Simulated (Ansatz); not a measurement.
Geometry optimisation, RKS BLYP/def2-SVP (Ansatz 0.2.0).

input.yaml

```yaml
crystal:
  periodic: [false, false, false]
  atoms:
    - { symbol: W, position_ang: [0.0, 0.0, 0.0] }
    - { symbol: H, position_ang: [0.0, 0.0, 1.72] }
    - { symbol: H, position_ang: [1.72, 0.0, 0.0] }
    - { symbol: H, position_ang: [0.0, 1.72, 0.0] }
    - { symbol: F, position_ang: [-1.85, 0.0, 0.0] }
    - { symbol: F, position_ang: [0.0, -1.85, 0.0] }
    - { symbol: H, position_ang: [0.0, 0.0, -1.72] }
basis:
  gaussian: { orbitals: def2-SVP }
hamiltonian:
  xc: blyp
relax:
  f_tol: 0.02
  max_steps: 40
```

Command:

```bash
$ ansatz run input.yaml --threads 1 --pin off --max-ram 2048MiB --backend cpu --events-out ev --progress --plain --runs-dir out
```

Question: Where does it end, and by what steps?

Answer: The run converged. After 8 steps the energy has fallen by 3.597 eV; W1 moved furthest, 0.48 Å.

| step | energy less start (eV) | largest force component (eV/Å) | accepted |
| --- | --- | --- | --- |
| 0 | 0.0000 | 2.984 | yes |
| 1 | -1.4488 | 1.112 | yes |
| 2 | -2.4958 | 1.854 | yes |
| 3 | -3.2331 | 1.527 | yes |
| 4 | -3.5241 | 0.609 | yes |
| 5 | -3.5290 | 1.306 | yes |
| 6 | -3.5952 | 0.111 | yes |
| 7 | -3.5968 | 0.024 | yes |
| 8 | -3.5969 | 0.005 | yes |

```xyz
7
Properties=species:S:1:pos:R:3
W -0.340 -0.340 0.000
H 0.269 0.269 1.450
H 1.315 0.038 0.000
H 0.038 1.315 0.000
F -2.090 0.409 0.000
F 0.409 -2.090 0.000
H 0.269 0.269 -1.450
```

Whether the end is a true minimum wasn't checked by a vibrational analysis.

Time of the run: 32 s on 1 thread of Arm Neoverse V2, on a shared host, peak memory 0.15 GiB.
